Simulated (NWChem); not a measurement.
System: GeClF, singlet; SMILES [F][Ge][Cl]

Input file for NWChem:

```
start job
memory heap 200 mb stack 900 mb global 1100 mb
geometry units angstroms noautoz
  Ge     0.424149     0.500970     0.000000
  F     -1.144223     1.277339     0.000000
  Cl    -0.238636    -1.586776     0.000000
end
basis spherical
  * library def2-svp
end
dft
  xc xpbe96 cpbe96
  iterations 150
  vectors input atomic output neutral.movecs
end
task dft energy
charge 1
dft
  odft
  mult 2
  vectors input atomic output cation.movecs
end
task dft energy
```

Output (shortened):

```
             Northwest Computational Chemistry Package (NWChem) 7.3.0
             --------------------------------------------------------

 CS  symmetry detected

                             Geometry "geometry" -> ""
                             -------------------------

 Output coordinates in angstroms (scale by  1.889725989 to convert to a.u.)

  No.       Tag          Charge          X              Y              Z
 ---- ---------------- ---------- -------------- -------------- --------------
    1 Ge                  32.0000     0.43192203     0.49648082     0.00000000
    2 F                    9.0000    -1.14532022     1.25466710     0.00000000
    3 Cl                  17.0000    -0.20668371    -1.59878766     0.00000000

 Effective nuclear repulsion energy (a.u.)     245.4631656269

      Symmetry information
      --------------------

 Group name             Cs
 Group number              2
 Group order               2
 No. of unique centers     3

  pbe96 is a nonlocal functional; adding pw91lda local functional.

                                 NWChem DFT Module
                                 -----------------

 Summary of "ao basis" -> "ao basis" (spherical)
 ------------------------------------------------------------------------------
       Tag                 Description            Shells   Functions and Types
 ---------------- ------------------------------  ------  ---------------------
 Ge                         def2-svp                12       32   5s4p3d
 F                          def2-svp                 6       14   3s2p1d
 Cl                         def2-svp                 8       18   4s3p1d

      Symmetry analysis of basis
      --------------------------

        a'         45
        a"         19

            General Information
            -------------------
          SCF calculation type: DFT
          Wavefunction type:  closed shell.
          No. of atoms     :     3
          No. of electrons :    58
           Alpha electrons :    29
            Beta electrons :    29
          Charge           :     0
          Spin multiplicity:     1
          Use of symmetry is: on ; symmetry adaption is: on
          Maximum number of iterations: 150
          AO basis - number of functions:    64
                     number of shells:    26
          Convergence on energy requested:  1.00D-06
          Convergence on density requested:  1.00D-05
          Convergence on gradient requested:  5.00D-04

              XC Information
              --------------
          PerdewBurkeErnzerhof Exchange Functional  1.000
            Perdew 1991 LDA Correlation Functional  1.000 local
           PerdewBurkeErnz. Correlation Functional  1.000 non-local

             Grid Information
             ----------------
          Grid used for XC integration:  medium
          Radial quadrature: Mura-Knowles
          Angular quadrature: Lebedev.
          Tag              B.-S. Rad. Rad. Pts. Rad. Cut. Ang. Pts.
          ---              ---------- --------- --------- ---------
          Ge                  1.25      112           7.0       590
          F                   0.50       49           8.0       434
          Cl                  1.00       88           8.0       590
          Grid pruning is: on
          Number of quadrature shells:   249
          Spatial weights used:  Erf1

      Superposition of Atomic Density Guess
      -------------------------------------

 Sum of atomic energies:       -2633.65952093

      Non-variational initial energy
      ------------------------------

 Total energy =   -2633.756236
 1-e energy   =   -4158.912813
 2-e energy   =    1279.693412
 HOMO         =      -0.309990
 LUMO         =      -0.036193

      Symmetry analysis of molecular orbitals - initial
      -------------------------------------------------

  Numbering of irreducible representations:

     1 a'          2 a"

  Orbital symmetries:

     1 a'          2 a'          3 a'          4 a'          5 a'
     6 a"          7 a'          8 a'          9 a'         10 a'
    11 a"         12 a'         13 a'         14 a'         15 a"
    16 a'         17 a'         18 a'         19 a"         20 a"
    21 a'         22 a'         23 a'         24 a'         25 a"
    26 a'         27 a"         28 a'         29 a'         30 a"
    31 a'         32 a'         33 a'         34 a'         35 a"
    36 a'         37 a"         38 a'         39 a"

   convergence    iter        energy       DeltaE   RMS-Dens  Diis-err
 ---------------- ----- ----------------- --------- --------- ---------
 d= 0,ls=0.0,diis     1  -2635.9399104311 -2.88D+03  3.62D-02  8.14D-01
 d= 0,ls=0.0,diis     2  -2634.8996826888  1.04D+00  2.50D-02  1.13D+01
 d= 0,ls=0.0,diis     3  -2636.0075132362 -1.11D+00  1.12D-02  2.40D-01
 d= 0,ls=0.0,diis     4  -2636.0292967295 -2.18D-02  4.95D-03  1.19D-01
 d= 0,ls=0.0,diis     5  -2636.0475695050 -1.83D-02  4.64D-04  4.86D-03
  Resetting Diis
 d= 0,ls=0.0,diis     6  -2636.0478043314 -2.35D-04  2.12D-04  1.88D-04
 d= 0,ls=0.0,diis     7  -2636.0478180360 -1.37D-05  1.12D-04  1.12D-05
 d= 0,ls=0.0,diis     8  -2636.0478157528  2.28D-06  6.99D-05  3.28D-05
 d= 0,ls=0.0,diis     9  -2636.0478191136 -3.36D-06  1.80D-05  2.71D-06
 d= 0,ls=0.0,diis    10  -2636.0478193939 -2.80D-07  3.81D-06  1.30D-07

         Total DFT energy =    -2636.047819393892
      One electron energy =    -4158.001167036789
           Coulomb energy =     1393.648674830325
    Exchange-Corr. energy =     -117.158492814348
 Nuclear repulsion energy =      245.463165626919

 Numeric. integr. density =       58.000001005488

                  Occupations of the irreducible representations
                  ----------------------------------------------

                     irrep           alpha         beta
                     --------     --------     --------
                     a'               22.0         22.0
                     a"                7.0          7.0

                       DFT Final Molecular Orbital Analysis
                       ------------------------------------

 Vector   27  Occ=2.000000D+00  E=-2.924441D-01  Symmetry=a"
              MO Center= -2.1D-01, -1.3D+00, -2.0D-15, r^2= 1.7D+00
   Bfn.  Coefficient  Atom+Function         Bfn.  Coefficient  Atom+Function
  ----- ------------  ---------------      ----- ------------  ---------------
    59      0.602309  3 Cl pz                56      0.448097  3 Cl pz
    53      0.262470  3 Cl pz                38      0.166544  2 F  pz
    41     -0.121592  2 F  pz                17      0.101982  1 Ge pz
    14      0.098104  1 Ge pz                11     -0.055709  1 Ge pz
    29     -0.053297  1 Ge d -1              19      0.038207  1 Ge d -1

 Vector   28  Occ=2.000000D+00  E=-2.823514D-01  Symmetry=a'
              MO Center= -2.0D-01, -1.1D+00,  9.4D-15, r^2= 2.3D+00
   Bfn.  Coefficient  Atom+Function         Bfn.  Coefficient  Atom+Function
  ----- ------------  ---------------      ----- ------------  ---------------
    57      0.461471  3 Cl px                58     -0.356927  3 Cl py
    54      0.349563  3 Cl px                55     -0.263962  3 Cl py
    37      0.230536  2 F  py                51      0.203853  3 Cl px
    40     -0.161178  2 F  py                52     -0.153590  3 Cl py
     4      0.120283  1 Ge s                 15      0.104196  1 Ge px

 Vector   29  Occ=2.000000D+00  E=-2.596822D-01  Symmetry=a'
              MO Center=  1.8D-01, -9.5D-02,  1.7D-14, r^2= 3.4D+00
   Bfn.  Coefficient  Atom+Function         Bfn.  Coefficient  Atom+Function
  ----- ------------  ---------------      ----- ------------  ---------------
     4      0.458257  1 Ge s                 57     -0.370864  3 Cl px
     5      0.304787  1 Ge s                 36      0.276740  2 F  px
     3     -0.274101  1 Ge s                 54     -0.266141  3 Cl px
    58     -0.262934  3 Cl py                12      0.206437  1 Ge px
    39     -0.205518  2 F  px                55     -0.187430  3 Cl py

 Vector   30  Occ=0.000000D+00  E=-1.259284D-01  Symmetry=a"
              MO Center=  3.6D-01,  3.7D-01, -6.6D-14, r^2= 2.9D+00
   Bfn.  Coefficient  Atom+Function         Bfn.  Coefficient  Atom+Function
  ----- ------------  ---------------      ----- ------------  ---------------
    17      0.596695  1 Ge pz                14      0.518432  1 Ge pz
    59     -0.273452  3 Cl pz                11     -0.267677  1 Ge pz
    38      0.214623  2 F  pz                41     -0.177494  2 F  pz
    56     -0.168037  3 Cl pz                53     -0.096128  3 Cl pz
     8      0.086350  1 Ge pz                61      0.035218  3 Cl d -1

 Vector   31  Occ=0.000000D+00  E=-2.536377D-02  Symmetry=a'
              MO Center=  5.2D-01,  5.3D-01, -1.3D-15, r^2= 3.4D+00
   Bfn.  Coefficient  Atom+Function         Bfn.  Coefficient  Atom+Function
  ----- ------------  ---------------      ----- ------------  ---------------
    16      0.837978  1 Ge py                13      0.414158  1 Ge py
    50      0.331147  3 Cl s                 58      0.313716  3 Cl py
    15     -0.287317  1 Ge px                35     -0.262760  2 F  s
    57      0.263871  3 Cl px                10     -0.215240  1 Ge py
    36      0.177041  2 F  px                39     -0.159758  2 F  px

 Vector   32  Occ=0.000000D+00  E=-5.830213D-03  Symmetry=a'
              MO Center=  2.7D-01,  2.2D-01,  3.8D-15, r^2= 3.4D+00
   Bfn.  Coefficient  Atom+Function         Bfn.  Coefficient  Atom+Function
  ----- ------------  ---------------      ----- ------------  ---------------
    15      0.785022  1 Ge px                 4     -0.534126  1 Ge s
    58      0.434683  3 Cl py                12      0.352361  1 Ge px
    35      0.318090  2 F  s                 50      0.266815  3 Cl s
    16      0.244774  1 Ge py                 3      0.233572  1 Ge s
    55      0.197968  3 Cl py                13      0.193502  1 Ge py

     Multipole analysis of the density
     ---------------------------------

     L   x y z        total         alpha         beta         nuclear
     -   - - -        -----         -----         ----         -------
     0   0 0 0     -0.000000    -29.000000    -29.000000     58.000000

     1   1 0 0      0.681803      0.340901      0.340901      0.000000
     1   0 1 0      0.302093      0.151046      0.151046      0.000000
     1   0 0 1     -0.000000     -0.000000     -0.000000      0.000000

     2   2 0 0    -26.282896    -46.177091    -46.177091     66.071285
     2   1 1 0      1.150303      1.384553      1.384553     -1.618802
     2   1 0 1      0.000000      0.000000      0.000000      0.000000
     2   0 2 0    -26.842518   -130.390688   -130.390688    233.938859
     2   0 1 1     -0.000000     -0.000000     -0.000000      0.000000
     2   0 0 2    -23.406550    -11.703275    -11.703275      0.000000

                                 NWChem DFT Module
                                 -----------------

      Symmetry analysis of basis
      --------------------------

        a'         45
        a"         19

            General Information
            -------------------
          SCF calculation type: DFT
          Wavefunction type:  spin polarized.
          No. of atoms     :     3
          No. of electrons :    57
           Alpha electrons :    29
            Beta electrons :    28
          Charge           :     1
          Spin multiplicity:     2
          Use of symmetry is: on ; symmetry adaption is: on
          Maximum number of iterations: 150
          AO basis - number of functions:    64
                     number of shells:    26
          Convergence on energy requested:  1.00D-06
          Convergence on density requested:  1.00D-05
          Convergence on gradient requested:  5.00D-04

              XC Information
              --------------
          PerdewBurkeErnzerhof Exchange Functional  1.000
            Perdew 1991 LDA Correlation Functional  1.000 local
           PerdewBurkeErnz. Correlation Functional  1.000 non-local

             Grid Information
             ----------------
          Grid used for XC integration:  medium
          Radial quadrature: Mura-Knowles
          Angular quadrature: Lebedev.
          Tag              B.-S. Rad. Rad. Pts. Rad. Cut. Ang. Pts.
          ---              ---------- --------- --------- ---------
          Ge                  1.25      112           7.0       590
          F                   0.50       49           8.0       434
          Cl                  1.00       88           8.0       590
          Grid pruning is: on
          Number of quadrature shells:   249
          Spatial weights used:  Erf1

      Superposition of Atomic Density Guess
      -------------------------------------

 Sum of atomic energies:       -2633.65952093

 Renormalizing density from      58.00 to     57

      Non-variational initial energy
      ------------------------------

 Total energy =   -2605.797793
 1-e energy   =   -4087.207420
 2-e energy   =    1235.946461
 HOMO         =      -0.671003
 LUMO         =      -0.367862

   Symmetry analysis of molecular orbitals - initial alpha
   -------------------------------------------------------

  Numbering of irreducible representations:

     1 a'          2 a"

  Orbital symmetries:

     1 a'          2 a'          3 a'          4 a'          5 a'
     6 a"          7 a'          8 a'          9 a'         10 a'
    11 a"         12 a'         13 a'         14 a'         15 a"
    16 a'         17 a'         18 a'         19 a"         20 a"
    21 a'         22 a'         23 a'         24 a'         25 a"
    26 a'         27 a"         28 a'         29 a'         30 a"
    31 a'         32 a'         33 a'         34 a'         35 a"
    36 a'         37 a"         38 a'         39 a"

   Symmetry analysis of molecular orbitals - initial beta
   ------------------------------------------------------

  Numbering of irreducible representations:

     1 a'          2 a"

  Orbital symmetries:

     1 a'          2 a'          3 a'          4 a'          5 a'
     6 a"          7 a'          8 a'          9 a'         10 a'
    11 a"         12 a'         13 a'         14 a'         15 a"
    16 a'         17 a'         18 a'         19 a"         20 a"
    21 a'         22 a'         23 a'         24 a'         25 a"
    26 a'         27 a"         28 a'         29 a'         30 a"
    31 a'         32 a'         33 a'         34 a'         35 a"
    36 a'         37 a"         38 a'         39 a"

[...]
```

Level: PBE/def2-SVP, vertical spin-unrestricted ions. Low-valent species are run as closed-shell singlets; no triplet was tried in these runs. Coordinates come from a PBE0/def2-SVP optimisation.
